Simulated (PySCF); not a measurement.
Al(Cl)2(SeH) (AlCl2HSe), SMILES [Cl][Al]([Cl])[SeH]. Atoms are numbered in the order given.

```xyz
5

Al    -0.0001     0.5447     0.0000
Cl     1.8193     1.5828     0.0000
Cl    -1.8024     1.6168     0.0000
Se     0.0340    -1.7547     0.0000
H     -1.4418    -1.8146     0.0000
```

Geometry optimised at B3LYP-D3(BJ)/def2-SVP. One conformer was computed; it need not be the lowest.

The numbers are results of CAM-B3LYP/def2-TZVP run with PySCF, not measurements.

Atomic charges (e):

```
atom    IAO  Löwdin
----  -----  ------
Al1    0.87   -0.88
Cl2   -0.35    0.31
Cl3   -0.35    0.30
Se4   -0.25    0.19
H5     0.07    0.08
```
